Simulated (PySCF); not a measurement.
**NMR problem set**

PySCF 2.14.0 with density-fitted response routines calculation with GFN2-xTB structure and shielding tensors at PBE0/pcSseg-1 (GIAO); in vacuum, equivalent nuclei averaged, single conformer, non-relativistic Hamiltonian.

Referencing at the same level of theory: 1H (σref 31.72) and 13C (σref 186.93) against TMS. Splittings of carbon signals by F and P are missing where no couplings were computed. Where no couplings were computed, multiplicities follow the n + 1 count of equivalent neighbours, and m marks all less simple cases (inequivalent or close neighbours, rings, F or P nearby). Acid and N–H amide carbonyl carbons lie up to 10 ppm further downfield in solution (hydrogen bonding). Shifts are as computed. Against solution values, carbons near 30 ppm lie about +3 ppm off and those near 130 ppm about +5 ppm. Of 1211 compounds with measured shifts, 218 miss one by over three times the rms of a fit or turn the order of signals round; such compounds aren't used in these exercises. OH and NH positions are gas-phase values without hydrogen bonding to other molecules.

Task: C₈H₆N₂. 1H NMR (300 MHz, computed): δ 4.75 (br s, 1H), 4.48 (br s, 1H), 3.67 (q, 1H), 1.86 (d, 3H). 13C{1H} NMR (computed): δ 160.2 (C), 123.7 (C), 123.0 (C), 119.3 (C), 112.9 (C), 74.3 (CH2), 25.5 (CH), 18.2 (CH3). Give a structure.

Result: SMILES C=C1C(C#N)=C1[C@@H](C)C#N. The formula gives 7 degrees of unsaturation (1 ring in the answer). 8 carbon signals for 8 carbons: no two carbons are equivalent. Carbon types of the structure: 5 × C, 1 × CH, 1 × CH2, 1 × CH3, which accounts for all hydrogens. δC 160.2, 123.7, 123.0: fully substituted alkene carbon; the olefinic region. δC 119.3, 112.9: nitrile carbon; C≡N carbons fall here, among the sp2 signals but without a proton. δC 74.3: terminal =CH2 carbon. δC 25.5: allylic sp3 CH; aliphatic region, no heteroatom directly attached.

This is the structure that produced the data.

Task: C₅H₇FO₃Si. 1H NMR (600 MHz, computed): δ 6.25 (m, 1H), 6.21 (br s, 1H), 6.09 (m, 1H), 5.11 (m, 1H), 5.02 (m, 1H), 4.41 (m, 1H), 2.60 (m, 1H). 13C{1H} NMR (computed): δ 176.3 (C), 144.2 (C), 116.1 (CH2), 55.7 (CH), 29.4 (CH). What is it?

Result: SMILES C=C1[C@@H](C(=O)O)[C@@H]1O[SiH2]F. Rings plus π bonds: 3 (1 ring in the answer). 5 carbon signals for 5 carbons: no two carbons are equivalent. Carbon types of the structure: 2 × C, 2 × CH, 1 × CH2, leaving 3 H on heteroatoms. δC 176.3: carboxylic acid carbon; lone-pair donation from the attached heteroatom keeps it upfield of a ketone carbonyl. δC 144.2: fully substituted alkene carbon; an sp2 carbon of a C=C bond. δC 116.1: terminal =CH2 carbon; as expected for a trigonal carbon in a double bond. δH 6.21: hydrogen on an acid hydroxyl oxygen; exchangeable, gas-phase position.

The shifts were computed for this structure.
